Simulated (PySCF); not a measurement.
Excitations are Tamm–Dancoff values on a coarser integration grid. The basis has no diffuse functions, so Rydberg states are missing or too high.

Z-matrix (Å, degrees):
```
C
H 1 1.0967
H 1 1.1014 2 109.98
C 1 1.4884 2 112.52 3 124.87
H 4 1.1004 1 114.57 2 -172.43
S 4 1.6242 5 120.49 1 178.07
S 1 1.8476 2 109.68 3 -113.40
C 7 1.7315 1 101.78 2 -52.75
H 8 1.1004 7 113.65 1 -0.97
S 8 1.6276 9 123.21 7 -179.79
```
Charge 0, spin multiplicity 1.

Task: Predict the HOMO–LUMO gap, T1 excitation (TDA) and S1 oscillator strength from PBE-D3(BJ)/def2-TZVP (PySCF).

Result: 
```json
{
  "HOMO–LUMO gap": "1.78 eV",
  "T1 excitation (TDA)": "1.68 eV",
  "S1 oscillator strength": "0.005"
}
```
